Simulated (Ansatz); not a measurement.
# Two structures, one formula

The two ends of one reaction step of SiNH$_{5}$Cl$_{2}$, singlet (PBE0-D4/def2-TZVP).

A:

Si1  (-1.007, 0.374, -0.340)
N2  (0.425, -0.419, -0.775)
Cl3  (-2.351, 0.642, -1.870)
Cl4  (-0.494, 2.227, 0.341)
H5  (-1.709, -0.393, 0.703)
H6  (1.651, -0.518, 1.771)
H7  (1.939, -0.574, 2.459)
H8  (0.407, -1.403, -0.994)
H9  (1.139, 0.066, -1.295)
(Å)

B:

Si1  (-0.543, 0.746, 0.501)
N2  (0.746, -1.000, -0.497)
Cl3  (-1.077, 1.119, -1.463)
Cl4  (-1.617, 2.234, 1.518)
H5  (-1.159, -0.461, 1.079)
H6  (1.263, -1.543, 0.186)
H7  (0.834, 1.142, 0.844)
H8  (0.144, -1.630, -1.013)
H9  (1.410, -0.606, -1.154)
(Å)

Ansatz 0.2.0; basis: def2-TZVPP; cores frozen in the correlated methods. B3LYP uses VWN-RPA correlation.

Which structure is lower at CCSD(T), and by how much? (An estimate is asked for; the value comes from the calculation.)

Computed: A, by 27.5 kJ/mol (electronic energy, against the other). By their contacts, A is a complex of SiNH₃Cl₂ ([NH2][SiH]([Cl])[Cl]) + H₂ and B is a complex of SiH₂Cl₂ ([Cl][SiH2][Cl]) + NH₃.

All methods give the same order:

| method | E(B) − E(A) (kJ/mol) |
| --- | --- |
| SPW92 | 8.3 |
| PBE-D4 | 21.0 |
| BLYP-D4 | 31.6 |
| r2SCAN-D4 | 28.2 |
| B97M-V | 28.2 |
| PBE0-D4 | 21.1 |
| B3LYP-D4 | 30.4 |
| r2SCAN0-D4 | 26.6 |
| BHLYP-D4 | 29.8 |
| CAM-B3LYP-D4 | 29.6 |
| wB97X-V | 25.8 |
| wB97M-V | 25.7 |
| B2PLYP | 30.9 |
| PBE-QIDH | 24.3 |
| RPA on PBE | 26.2 |
| HF | 38.0 |
| MP2 | 32.0 |
| CCSD | 27.6 |
| CCSD(T) | 27.5 |

No T1 diagnostic of these runs exceeds 0.009.

Labels in which every atom is bracketed show which atoms are joined, not bond orders.

For scale, one of the runs: CCSD(T)/def2-TZVPP, 227 basis functions, launched by `ansatz run in.yaml --threads 4 --pin off --events-out ev --progress --plain --max-ram 9574MiB`. Time: 86 s of wall clock on 4 CPU threads of an Arm Neoverse V1; the host was shared. Peak host memory: 3.5 GiB.
